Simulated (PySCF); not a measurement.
Compound: (LiF)2 ring, Li2F2.
Z-matrix (Å and degrees, PBE0-D3(BJ)/def2-SVP geometry), rows numbered from 1:
```
Li
F   1  1.6998
Li  2  1.7019  1   81.12
F   3  1.6990  2   98.86  1    -0.01
```

The closed-shell ground state was solved at several levels (PySCF, density fitting, gas phase, non-relativistic). The dipole stays under 0.02 D at every level.

| level | basis functions | HOMO (eV) | LUMO (eV) | gap (eV) |
| --- | --- | --- | --- | --- |
| wB97X-D/def2-SVPD | 70 | -10.91 | 0.62 | 11.53 |
| KT2/pcSseg-1 | 58 | -6.79 | -0.75 | 6.04 |
| PBE0/pcSseg-1 | 58 | -8.68 | -0.33 | 8.35 |

Estimate the row for B3LYP/pcJ-1, a basis of 76 functions; the other rows only guide the guess.

HOMO -8.33 eV, LUMO -0.53 eV, gap 7.80 eV.

Over all these levels, which gives the widest orbital gap and which the narrowest?

wB97X-D/def2-SVPD (range-separated hybrid) has the widest, 11.53 eV, and KT2/pcSseg-1 (GGA) the narrowest, 6.04 eV. Functional and basis both differ between the two, so the spread mixes both effects.
